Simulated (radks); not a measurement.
Results of a calculation; reference values are marked as such.
Ionisation of the rubidium ion Rb2+, [Ar] 3d10 4s2 4p5, to Rb3+, [Ar] 3d10 4s2 4p4, under several functionals. Scalar-relativistic Kohn-Sham, spin-polarised, spherical densities, finite nucleus; open shells are filled with parallel spins first (spin-orbit coupling, left out, can overturn this in heavy ions); a radial shooting solver on a logarithmic mesh with Libxc functionals.

| functional | E(Rb2+) (hartree) | Exc (hartree) | IE (eV) | -e(HOMO) (eV) | <r> HOMO (bohr) | IE error (eV) |
|---|---|---|---|---|---|---|
| HCTH/407 | -2981.97104 | -102.21745 | 39.487 | 33.472 | 1.638 | +0.240 |
| XLYP | -2980.85030 | -100.95680 | 39.201 | 33.095 | 1.645 | -0.046 |
| B86b exchange with PBE correlation | -2980.48602 | -100.59633 | 39.312 | 33.242 | 1.640 | +0.065 |
| AM05 | -2976.64497 | -96.70624 | 39.299 | 33.219 | 1.639 | +0.052 |
| exchange-only LDA | -2973.17211 | -93.17927 | 37.840 | 31.817 | 1.648 | -1.407 |
| BP86 | -2980.73888 | -100.85231 | 39.435 | 33.342 | 1.638 | +0.188 |
| RPBE | -2980.26531 | -100.37438 | 39.207 | 33.167 | 1.642 | -0.040 |
| PW91 | -2980.59431 | -100.70767 | 39.378 | 33.298 | 1.640 | +0.131 |

NIST Atomic Spectra Database: 39.247 eV (semi-empirical). Closest: RPBE. The Delta-SCF values span 1.65 eV, the total energies 8.80 hartree. The highest occupied level is 4p. Open shells are spherical and high-spin; term and fine-structure splittings are not resolved.
